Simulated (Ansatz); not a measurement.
`C[SiH](F)N[SiH2]F` and `C[SiH](F)N[SiH2]O` differ in one atom or group.

Ansatz, PBE0-D4/def2-TZVP geometries, multiplicity 1. Each molecule was computed in one conformer, which needn't be the lowest.

```csv
property,`C[SiH](F)N[SiH2]F`
LUMO energy (B3LYP/def2-TZVPP) / eV,0.19
LUMO energy (ωB97M-V/def2-TZVPP) / eV,1.97
size of the dipole moment (B3LYP/def2-TZVPP) / D,1.64
HOMO energy (PBE0/def2-TZVPP) / eV,-8.56
HOMO–LUMO gap (PBE/def2-TZVPP) / eV,6.75
LUMO energy (PBE/def2-TZVPP) / eV,-0.38
```

Q: Give the same properties after the change, and the shifts. (Best estimate.)

A: Computed: 
```
                                        property  `C[SiH](F)N[SiH2]O`  shift
             LUMO energy (B3LYP/def2-TZVPP) / eV                 0.22   0.03
           LUMO energy (ωB97M-V/def2-TZVPP) / eV                 2.04   0.07
size of the dipole moment (B3LYP/def2-TZVPP) / D                 1.14  -0.50
              HOMO energy (PBE0/def2-TZVPP) / eV                -8.11   0.45
             HOMO–LUMO gap (PBE/def2-TZVPP) / eV                 6.34  -0.41
               LUMO energy (PBE/def2-TZVPP) / eV                -0.36   0.02
```

With PBE0 the HOMO rises by 0.45 eV and the LUMO rises by 0.05 eV, so the gap narrows by about 0.40 eV. PBE moves the HOMO by 0.43 eV and ωB97M-V by 0.46 eV. Dipoles are sizes alone; their direction can turn.

B3LYP here is the variant with VWN-RPA as its local correlation; programs differ in this.
